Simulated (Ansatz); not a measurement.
CH$_{7}$AlO$_{4}$Si. Charge 0, multiplicity 1. The bonds changed during the relaxation, so this is another structure than the one it started from. Geometry: relaxed with PBE0-D4/def2-TZVP. It is one conformer, not always the lowest.

```xyz
14

C     1.608    1.866    0.565
Al    0.101    0.734    1.062
O    -1.219    0.603   -0.144
Si   -1.024   -0.901   -0.629
O    -2.031   -2.073   -0.139
O    -0.792   -1.122   -2.222
O     0.399   -1.122    0.297
H     1.371    2.924    0.715
H     2.492    1.652    1.174
H     1.891    1.745   -0.485
H    -0.315    0.490    2.576
H    -2.592   -2.477   -0.803
H    -0.463   -0.368   -2.714
H     0.576   -1.951    0.748
```

Question: What is the dipole moment at B3LYP/def2-TZVPP? (Estimate.)

Answer: Ansatz gave: 3.11 D, with components (0.52, -2.37, -1.95) D in this frame, pointing from negative to positive charge.

Question: And with PBE, r2SCAN, ωB97M-V? (An estimate is asked.)

Answer: Computed: PBE 3.08 D, r2SCAN 3.15 D, ωB97M-V 3.15 D.

Question: Give the Mulliken charges with B3LYP, r2SCAN, ωB97M-V in def2-TZVPP. (An estimate is asked.)

Answer: The calculation gave: 
```json
{"atom": "C1", "B3LYP": "-0.45", "r2SCAN": "-0.38", "ωB97M-V": "-0.53"}
{"atom": "Al2", "B3LYP": "0.54", "r2SCAN": "0.55", "ωB97M-V": "0.51"}
{"atom": "O3", "B3LYP": "-0.47", "r2SCAN": "-0.49", "ωB97M-V": "-0.46"}
{"atom": "Si4", "B3LYP": "0.79", "r2SCAN": "0.82", "ωB97M-V": "0.77"}
{"atom": "O5", "B3LYP": "-0.39", "r2SCAN": "-0.41", "ωB97M-V": "-0.37"}
{"atom": "O6", "B3LYP": "-0.38", "r2SCAN": "-0.40", "ωB97M-V": "-0.37"}
{"atom": "O7", "B3LYP": "-0.30", "r2SCAN": "-0.31", "ωB97M-V": "-0.28"}
{"atom": "H8", "B3LYP": "0.08", "r2SCAN": "0.06", "ωB97M-V": "0.10"}
{"atom": "H9", "B3LYP": "0.08", "r2SCAN": "0.06", "ωB97M-V": "0.10"}
{"atom": "H10", "B3LYP": "0.07", "r2SCAN": "0.04", "ωB97M-V": "0.09"}
{"atom": "H11", "B3LYP": "-0.18", "r2SCAN": "-0.18", "ωB97M-V": "-0.14"}
{"atom": "H12", "B3LYP": "0.20", "r2SCAN": "0.22", "ωB97M-V": "0.19"}
{"atom": "H13", "B3LYP": "0.20", "r2SCAN": "0.22", "ωB97M-V": "0.19"}
{"atom": "H14", "B3LYP": "0.20", "r2SCAN": "0.21", "ωB97M-V": "0.19"}
```

B3LYP here is the variant with VWN-RPA as its local correlation; programs differ in this.
